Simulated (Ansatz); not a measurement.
`P[SiH]1CC1` + H₂S → `S[SiH]1CC1` + PH₃ at 298.15 K and 1 bar (cleavage of the Si–P bond).

Computed with Ansatz on PBE0-D4/def2-TZVP structures; ΔE is electronic, products minus reactants. CCSD(T)/CBS adds triple-zeta CCSD(T) − MP2 to the extrapolated MP2 energy (def2 sets, frozen cores). This one scheme is used for every species. Each species was taken in one conformer, which may not be the lowest.

| species | CCSD(T)/CBS energy (Eh) | H − E (kJ/mol) | S (J/(mol·K)) |
| --- | --- | --- | --- |
| `P[SiH]1CC1` | -710.29768 | 228.8 | 325.0 |
| H₂S | -398.97279 | 49.9 | 205.7 |
| `S[SiH]1CC1` | -766.55961 | 206.0 | 317.9 |
| PH₃ | -342.72256 | 73.1 | 210.2 |

H − E and S are ideal-gas, rigid-rotor, harmonic terms from PBE0-D4/def2-TZVP, for one conformer and one mirror image of each species. 1 Eh = 2625.50 kJ/mol, R = 8.31446 J/(mol·K).

Q: By hand: ΔE, ΔH, ΔS and ΔG.

A: ΔE = (-766.55961) + (-342.72256) − (-710.29768) − (-398.97279) = -0.01170 Eh = -30.7 kJ/mol. Δ(H − E) = 206.0 + 73.1 − 228.8 − 49.9 = 0.4, so ΔH = -30.3 kJ/mol. ΔS = 317.9 + 210.2 − 325.0 − 205.7 = -2.6 J/(mol·K). ΔG = -30.3 − 298.15 × (-2.6)/1000 = -29.5 kJ/mol.

Q: By hand: the equilibrium constant, and the temperature at which ΔG would vanish if ΔH and ΔS stayed fixed.

A: log₁₀ K = −ΔG/(RT ln 10) = 5.2. ΔG = 0 at ΔH/ΔS = 11654 K, far beyond where these terms or the molecules hold.

The number of gas molecules stays the same, so ΔS is small and ΔH decides. A doubt of 5 kJ/mol in ΔE shifts log₁₀ K by 0.9 here. Other conformers and mirror images would add mixing entropy, several J/(mol·K) or more a flexible species. These are equilibria of isolated gas molecules and say nothing of rates. Largest T1 diagnostic: 0.013 (customary marks: 0.02 for closed shells, 0.045 for open ones).
